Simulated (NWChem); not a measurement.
System: ZnGeH4S; SMILES [Zn]([SH])[GeH3]

```xyz
7

Zn     0.0069     0.5678    -0.0012
S     -0.0643     2.7560     0.0010
H      1.2766     2.9379     0.0026
Ge    -0.0123    -1.7801     0.0003
H      0.5434    -2.3806    -1.3168
H      0.8384    -2.3776     1.1510
H     -1.4448    -2.3487     0.1729
```
Atoms are numbered in this order, from 1.

Computed with NWChem. Structure relaxed at the B3LYP/6-31G* (spherical d) level.

Problem. Estimate the computed values for OLYP/def2-SVP. Quantities: highest occupied level (eV); orbital gap (eV); dipole (D).

Solution. 
* **highest occupied level (eV)**: -5.54
* **orbital gap (eV)**: 4.51
* **dipole (D)**: 1.22
